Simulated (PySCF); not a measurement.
C2H6N2Si.

```xyz
11

C      2.5879    -0.3006     0.0947
C      1.3804    -0.1325     0.1826
Si    -0.4527     0.0640     0.3400
N     -1.4193    -1.2325    -0.2522
N     -0.8050     1.4577    -0.6072
H      3.6505    -0.4483     0.0161
H     -0.7462     0.1001     1.8063
H     -1.3460    -1.5088    -1.2273
H     -1.5965    -2.0363     0.3420
H     -0.1126     2.1933    -0.7018
H     -1.7503     1.8261    -0.6439
```

Geometry: r2SCAN-D4/def2-SVP. The structure was generated by enumeration, and PubChem lists no compound with its InChIKey, so it may never have been made. Other conformers were not sampled.

These are PySCF with HF/pcSseg-1 values and carry that method's errors. Non-relativistic, no solvent.

Computed absolute GIAO shielding of each atom: isotropic value and principal components (ppm):
```json
[
 {"atom": "C1", "σ(iso)": "87.2", "σ11": "5.3", "σ22": "8.0", "σ33": "248.3", "span": "243.0"},
 {"atom": "C2", "σ(iso)": "99.0", "σ11": "-2.5", "σ22": "0.3", "σ33": "299.2", "span": "301.6"},
 {"atom": "Si3", "σ(iso)": "444.3", "σ11": "404.2", "σ22": "437.5", "σ33": "491.2", "span": "87.0"},
 {"atom": "N4", "σ(iso)": "246.1", "σ11": "214.7", "σ22": "257.0", "σ33": "266.6", "span": "51.8"},
 {"atom": "N5", "σ(iso)": "250.2", "σ11": "211.6", "σ22": "266.2", "σ33": "272.7", "span": "61.1"},
 {"atom": "H6", "σ(iso)": "29.1", "σ11": "24.1", "σ22": "24.2", "σ33": "39.2", "span": "15.1"},
 {"atom": "H7", "σ(iso)": "27.4", "σ11": "24.5", "σ22": "25.1", "σ33": "32.7", "span": "8.2"},
 {"atom": "H8", "σ(iso)": "30.8", "σ11": "23.8", "σ22": "26.8", "σ33": "41.8", "span": "18.0"},
 {"atom": "H9", "σ(iso)": "30.9", "σ11": "24.1", "σ22": "26.0", "σ33": "42.7", "span": "18.7"},
 {"atom": "H10", "σ(iso)": "31.0", "σ11": "23.3", "σ22": "27.5", "σ33": "42.1", "span": "18.9"},
 {"atom": "H11", "σ(iso)": "31.0", "σ11": "23.4", "σ22": "26.4", "σ33": "43.2", "span": "19.9"}
]
```
